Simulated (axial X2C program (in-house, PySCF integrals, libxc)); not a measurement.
# BeH⁻: bond constants with and without spin–orbit coupling

All values were computed with an in-house all-electron X2C program for linear molecules (integrals from PySCF). Spin-free means the one-electron spin-free X2C Hamiltonian; two-component (2c) means X2C with spin–orbit coupling and atomic mean-field two-electron Coulomb and Gaunt terms, so the difference of the two also holds small scalar two-electron terms. Basis: Be dyall-av3z [9s9p4d2f], H dyall-av3z [7s3p2d] (cores contracted in-house); Gaussian nuclei, density fitting, unrestricted open shells. Masses: Be 9.012 u, H 1.008 u.

State, spin-free: M_S = 0, Λ = 0 (closed shell); electrons by block: σα: 3, σβ: 3. Fragments: Be + H-.

State, 2c: Ω = 0 (closed shell); electrons by block: 1/2: 3, -1/2: 3. Fragments: Be + H-.

| Hamiltonian | level | Re (Å) | ωe (cm⁻¹) | De (eV) | k (mdyn/Å) | μ (D) |
| --- | --- | --- | --- | --- | --- | --- |
| 2c | PBE0 | 1.422 | 1633.7 | 2.20 | 1.43 | 4.73 |
| 2c | HF | 1.412 | 1706.6 | 2.00 | 1.56 | 4.88 |
| 2c | MP2 | 1.414 | 1684.7 | 2.12 | 1.52 | n/a |
| 2c | CCSD | 1.421 | 1634.7 | 1.90 | 1.43 | n/a |
| 2c | CCSD(T) | 1.423 | 1627.5 | 1.95 | 1.41 | n/a |
| 2c | LDA | 1.428 | 1605.5 | 2.30 | 1.38 | 5.07 |

Spin-free values that have a 2c row agree with it to the digits that matter (0.001 Å, 0.01 eV) and are not repeated.

Correlated methods: 4 electrons correlated (number of frozen shells: Be 1 s; H none), 158 virtual spin orbitals or spinors in MP2, 82 natural virtuals in coupled cluster.

Dipoles are positive if H is the positive end and refer to the centre of mass.

The state is one determinant whose occupation by symmetry is held fixed; it was picked as the lowest of a PBE0 search that is not exhaustive. Dissociation energies refer to the lowest single-determinant-based atoms at the same level and basis. Coupled cluster ran in a truncated set of natural virtual spinors; the MP2 energy of the rest was added. (T) has no such correction and the atoms are truncated less, which lowers De at CCSD(T) by a hundredth of an eV or more. Other states lie close and PBE0, whose exact exchange favours high spin, may order them wrongly; the determinant shown need not be the ground state. The nearest other 2c determinant of the search, Ω = 2, lies 0.44 eV up at the distance of the search. The highest occupied level of some functionals is positive through self-interaction error; at Hartree–Fock it is bound. Hartree–Fock gets electron affinities wrong, so its lowest charge split need not be the true one.

Rough cost a point (2c) on 1 thread(s) of a shared host, integrals apart: PBE0 0.19 s, HF 0.06 s, CCSD(T) 0.7 s, LDA 0.15 s.

The whole task took 29 s on 1 thread of Arm Neoverse V1, with other jobs on the host.
